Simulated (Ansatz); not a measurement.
`[OH][GeH]([SiH3])[SH]` + CH₄ → `[CH3][GeH]([SiH3])[SH]` + H₂O  (formal exchange of groups at a Ge–O bond)

Computed with Ansatz on PBE0-D4/def2-TZVP structures; ΔE is electronic, products minus reactants. CBS: MP2 limit from def2 TZ/QZ plus the TZ coupled-cluster correction, frozen cores. This one scheme is used for every species. For Ge outer-core shells are correlated without core-valence functions, which leaves a few kJ/mol of doubt a bond. Scalar relativity is left out up to krypton. Each species was taken in one conformer, which may not be the lowest.

```tsv
species	CCSD/def2-TZVPP energy (Eh)
`[OH][GeH]([SiH3])[SH]`	-2841.15111
CH₄	-40.43238
`[CH3][GeH]([SiH3])[SH]`	-2805.23645
H₂O	-76.32939
```

Q: Work out ΔE.

A: ΔE = (-2805.23645) + (-76.32939) − (-2841.15111) − (-40.43238) = 0.01765 Eh = +0.48 eV. CCSD(T)/CBS gives +0.45 eV.

Largest T1 diagnostic among the species: 0.012.

In def2-TZVPP, CCSD(T) changes the Hartree–Fock value by −0.16 eV (the triples alone add −0.00 eV) and MP2 by −0.17 eV. The D4 term adds −0.05 eV with B3LYP and −0.03 eV with PBE0; it sums over pairs of atoms, weighted by their polarisabilities, and B3LYP, whose exchange is more repulsive, gets the larger term. From PBE to PBE0 (25 % exact exchange), in def2-TZVPP and without D4, ΔE moves by −0.04 eV.

B3LYP here is the variant with VWN-RPA as its local correlation; programs differ in this.
